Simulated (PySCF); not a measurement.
C5H16OSi2, SMILES O([SiH2][SiH2]C(C)(C)C)C, GFN2-xTB optimised geometry.

```
24

C     -3.56    -1.73     3.57
O     -2.33    -1.45     2.98
Si    -2.04    -1.03     1.44
Si     0.25    -0.86     1.55
C      0.91     0.07     0.00
C      0.41    -0.62    -1.27
C      2.43     0.07     0.00
C      0.42     1.52     0.00
H     -3.39    -1.96     4.62
H     -4.04    -2.58     3.09
H     -4.23    -0.86     3.49
H     -2.82     0.17     1.10
H     -2.59    -2.05     0.53
H      0.78    -0.14     2.72
H      0.94    -2.16     1.57
H     -0.67    -0.61    -1.32
H      0.80    -0.11    -2.16
H      0.75    -1.65    -1.30
H      2.82     0.56     0.89
H      2.82     0.60    -0.87
H      2.82    -0.95    -0.02
H     -0.67     1.56    -0.02
H      0.79     2.05    -0.88
H      0.76     2.04     0.89
```

Density from CAM-B3LYP/def2-SVP in PySCF at that geometry.

Minimum of the electron density along straight lines between bonded atoms, close to the bond critical point (lines longer than 1.1 times the sum of covalent radii, or with two minima, are not listed):

```json
[
 {"bond": "C1–O2", "length / Å": "1.392", "ρ at the minimum / e bohr⁻³": "0.261", "∇²ρ there / e bohr⁻⁵": "-0.31", "position (fraction from the first atom)": "0.34"},
 {"bond": "O2–Si3", "length / Å": "1.624", "ρ at the minimum / e bohr⁻³": "___", "∇²ρ there / e bohr⁻⁵": "1.10", "position (fraction from the first atom)": "0.59"},
 {"bond": "Si4–C5", "length / Å": "1.921", "ρ at the minimum / e bohr⁻³": "0.112", "∇²ρ there / e bohr⁻⁵": "0.29", "position (fraction from the first atom)": "0.38"},
 {"bond": "C5–C6", "length / Å": "1.528", "ρ at the minimum / e bohr⁻³": "0.244", "∇²ρ there / e bohr⁻⁵": "-0.55", "position (fraction from the first atom)": "0.49"},
 {"bond": "C5–C7", "length / Å": "1.526", "ρ at the minimum / e bohr⁻³": "0.245", "∇²ρ there / e bohr⁻⁵": "-0.56", "position (fraction from the first atom)": "0.50"},
 {"bond": "C5–C8", "length / Å": "1.528", "ρ at the minimum / e bohr⁻³": "0.244", "∇²ρ there / e bohr⁻⁵": "-0.55", "position (fraction from the first atom)": "0.50"},
 {"bond": "C1–H9", "length / Å": "1.091", "ρ at the minimum / e bohr⁻³": "0.284", "∇²ρ there / e bohr⁻⁵": "-1.10", "position (fraction from the first atom)": "0.64"},
 {"bond": "C1–H10", "length / Å": "1.093", "ρ at the minimum / e bohr⁻³": "0.282", "∇²ρ there / e bohr⁻⁵": "-1.08", "position (fraction from the first atom)": "0.64"},
 {"bond": "C1–H11", "length / Å": "1.093", "ρ at the minimum / e bohr⁻³": "0.282", "∇²ρ there / e bohr⁻⁵": "-1.08", "position (fraction from the first atom)": "0.64"},
 {"bond": "Si3–H12", "length / Å": "1.477", "ρ at the minimum / e bohr⁻³": "0.115", "∇²ρ there / e bohr⁻⁵": "0.31", "position (fraction from the first atom)": "0.49"},
 {"bond": "Si3–H13", "length / Å": "1.476", "ρ at the minimum / e bohr⁻³": "0.115", "∇²ρ there / e bohr⁻⁵": "0.32", "position (fraction from the first atom)": "0.49"},
 {"bond": "Si4–H14", "length / Å": "1.475", "ρ at the minimum / e bohr⁻³": "0.114", "∇²ρ there / e bohr⁻⁵": "0.32", "position (fraction from the first atom)": "0.49"},
 {"bond": "Si4–H15", "length / Å": "1.477", "ρ at the minimum / e bohr⁻³": "0.114", "∇²ρ there / e bohr⁻⁵": "0.32", "position (fraction from the first atom)": "0.49"},
 {"bond": "C6–H16", "length / Å": "1.089", "ρ at the minimum / e bohr⁻³": "0.275", "∇²ρ there / e bohr⁻⁵": "-1.00", "position (fraction from the first atom)": "0.62"},
 {"bond": "C6–H17", "length / Å": "1.091", "ρ at the minimum / e bohr⁻³": "0.275", "∇²ρ there / e bohr⁻⁵": "-1.01", "position (fraction from the first atom)": "0.63"},
 {"bond": "C6–H18", "length / Å": "1.088", "ρ at the minimum / e bohr⁻³": "0.277", "∇²ρ there / e bohr⁻⁵": "-1.02", "position (fraction from the first atom)": "0.63"},
 {"bond": "C7–H19", "length / Å": "1.087", "ρ at the minimum / e bohr⁻³": "0.277", "∇²ρ there / e bohr⁻⁵": "-1.02", "position (fraction from the first atom)": "0.63"},
 {"bond": "C7–H20", "length / Å": "1.090", "ρ at the minimum / e bohr⁻³": "0.275", "∇²ρ there / e bohr⁻⁵": "-1.00", "position (fraction from the first atom)": "0.62"},
 {"bond": "C7–H21", "length / Å": "1.087", "ρ at the minimum / e bohr⁻³": "0.277", "∇²ρ there / e bohr⁻⁵": "-1.02", "position (fraction from the first atom)": "0.63"},
 {"bond": "C8–H23", "length / Å": "1.091", "ρ at the minimum / e bohr⁻³": "0.275", "∇²ρ there / e bohr⁻⁵": "-1.00", "position (fraction from the first atom)": "0.63"},
 {"bond": "C8–H24", "length / Å": "1.088", "ρ at the minimum / e bohr⁻³": "0.277", "∇²ρ there / e bohr⁻⁵": "-1.02", "position (fraction from the first atom)": "0.63"}
]
```

Fill in the missing entries.


- O2–Si3, ρ at the minimum / e bohr⁻³: 0.129
